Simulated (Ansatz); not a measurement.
Born–Oppenheimer molecular dynamics of CH$_{10}$O$_{2}$Si$_{2}$ (15 atoms, charge 0, multiplicity 1). It starts from a rough guess of a transition structure, not a stationary point.

All numbers below come from Ansatz 0.2.0, UKS revPBE/STO-3G.

```yaml
ensemble: NVE (velocity Verlet)
time_step: 0.5 fs
steps_asked: 150
starting_velocities_drawn_for: 600 K
seed: 937241
```

First frame:

```xyz
15
Properties=species:S:1:pos:R:3
Si -0.876 -1.045 -0.486
C -0.053 -1.175 1.525
H -0.010 -1.619 -1.501
H -1.877 -2.064 -0.144
O -1.985 0.081 -0.817
H 0.462 -0.222 0.647
O 0.575 0.433 -0.445
Si 1.243 1.851 -0.779
H -0.963 -0.999 2.084
H 0.757 -0.748 2.131
H 0.153 -2.237 1.488
H -1.716 0.948 -1.115
H 2.698 1.683 -0.757
H 0.769 2.307 -2.090
H 0.823 2.807 0.258
```

What does the run give?

The run went to its last step.

```
steps done                                               : 150
time covered                                             : 75 fs
mean temperature over the second half                    : 1563 K
spread of the potential energy over the second half      : 15.9 meV per atom
mean potential energy of the second half above the start : -108.2 meV per atom
```

The conserved energy stayed within 1.1 meV per atom of its start (net change -0.49 meV per atom), so the integration is sound. The system heated up, since it started high on the potential surface and ran downhill. A run of 0.075 ps of so small a system gives no equilibrium averages. The orbitals stay closed-shell, which can raise the energy where a bond breaks towards radicals; this wasn't checked here. Limits of this set-up: minimal basis.

What happens to the structure?

The step under study would form Si1–O7, C2–H6 and break Si1–C2, H6–O7. These pairs go: Si1–O7 2.07 → 3.77 Å, C2–H6 1.39 → 4.56 Å, Si1–C2 2.18 → 1.92 Å, H6–O7 1.28 → 0.93 Å. In the last frame they stand as before the step (other bonds may differ from the relaxed reactants and products). These pairs come and go: their bonding changes 14 times, last at 70 of 75 fs, so the outcome isn't settled. It ends as CH6OSi + H4OSi. Pairs count as bonded within 1.25 times the sum of covalent radii (0.12 Å more for H–H). The details hang on the random start.

How do temperature and energy run in time?


```tsv
time (fs)	T (K)	potential energy less start (eV)	conserved less start (meV/atom)
0.0	600	0.000	0.00
3.5	910	-0.527	-0.39
7.0	1286	-1.168	-1.02
10.5	816	-0.362	0.07
14.0	1111	-0.873	-0.89
17.5	1288	-1.170	-0.96
21.0	1010	-0.691	-0.15
24.5	1024	-0.715	-0.10
28.0	1428	-1.396	-0.32
31.5	1641	-1.754	-0.33
35.0	1588	-1.661	-0.02
38.5	1314	-1.198	0.12
42.0	1652	-1.775	-0.53
45.5	1817	-2.059	-0.90
49.0	1542	-1.585	-0.12
52.5	1582	-1.662	-0.79
56.0	1617	-1.721	-0.87
59.5	1526	-1.560	-0.22
63.0	1781	-1.996	-0.79
66.5	1557	-1.615	-0.42
70.0	1377	-1.307	-0.09
73.5	1691	-1.840	-0.45
```

Time of the run: 12 min on 1 thread of Intel(R) Xeon(R) Platinum 8375C CPU @ 2.90GHz (Ice Lake) (shared host), peak memory 0.14 GiB.
